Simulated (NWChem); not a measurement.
A series in which one site is exchanged, each optimised at PBE0/def2-SVP with NWChem, gas phase unless a solvent is named. All stand in one matching conformer (torsions within 35°), which need not be the lowest. Some are not confirmed as minima by frequencies. def2 effective core potentials on In; no spin-orbit coupling.

A: [OH][InH][Cl] (InH2OCl; site = Cl)
B: [OH][InH][F] (InH₂OF; site = F)
C: [Br][InH][OH] (InH2OBr; site = Br)
D: [OH][InH2] (InH$_{3}$O; site = H)

Values for A:

- dipole (D), PBE0/def2-SVP: 3.77
- orbital gap (eV), PBE0/def2-SVP: 6.95
- lowest singlet excitation, CAM-B3LYP/def2-SVPD, TDA (eV): 5.88

How do these values change for the other members?


```
change from A                                                 B      C      D
--------------------------------------------------------  -----  -----  -----
dipole (D), PBE0/def2-SVP                                 -2.18  -0.23  -1.94
orbital gap (eV), PBE0/def2-SVP                           +0.34  -0.41  -0.35
lowest singlet excitation, CAM-B3LYP/def2-SVPD, TDA (eV)  +0.11  -0.38  -0.42
```
